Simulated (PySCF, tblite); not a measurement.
Isomers of C7H7FNP, one GFN2-xTB conformer each. Single-point energies are computed at PBE0/pcSseg-1 (PySCF, gas phase, no added dispersion term), electronic only.

Task: Rank them by PBE0/pcSseg-1 energy, lowest first (kJ/mol).
A. `[CH3:1]/[C:2]([F:3])=[P:4]\[c:5]1[cH:6][cH:7][n:8][cH:9][cH:10]1` with C2–P4–C5–C6 -122°
B. `[CH3:1]/[C:2]([F:3])=[P:4]\[c:5]1[cH:6][cH:7][cH:8][n:9][cH:10]1` with C2–P4–C5–C6 121°
C. `[F:1][c:2]1[cH:3][p:4][cH:5][c:6]([CH:7]2[CH2:8][CH2:9]2)[n:10]1` with C5–C6–C7–C8 -146°

Result: C (0.0), B (24.8), A (26.7).

As drawn, the lowest has a three-membered ring, which the highest lacks. Neighbours under 10 kJ/mol apart (C/C(F)=P\c1cccnc1 and C/C(F)=P\c1ccncc1) can change places with a better method, another conformer or zero-point energy. GFN2-xTB itself gives, in the same order: 0.0, 35.5, 38.0. Both levels put the same isomer lowest; measured from each level's own lowest isomer, the values differ by up to 11.3 kJ/mol (C/C(F)=P\c1ccncc1: 38.0 against 26.7).

Task: Which frontier levels, dipoles and rotational constants go with these structures?

Result: 
```
           SMILES  HOMO (eV, PBE0/pcSseg-1)  LUMO (eV)  dipole (D)       A, B, C (MHz)
 Fc1cpcc(C2CC2)n1                     -7.49      -2.23        2.17  1849, 895.1, 632.7
C/C(F)=P\c1cccnc1                     -7.00      -1.71        2.36  2744, 674.5, 607.7
C/C(F)=P\c1ccncc1                     -7.16      -1.83        1.55  2797, 663.1, 599.5
```

Task: What happens when harmonic zero-point energies from GFN2-xTB frequencies are added?

Result: 
```
           SMILES  ZPE (kJ/mol)  electronic (kJ/mol)  with ZPE (kJ/mol)
 Fc1cpcc(C2CC2)n1         323.6                  0.0                0.0
C/C(F)=P\c1cccnc1         319.4                 24.8               20.6
C/C(F)=P\c1ccncc1         319.3                 26.7               22.4
```

The zero-point energies span 4.3 kJ/mol. The order is unchanged.
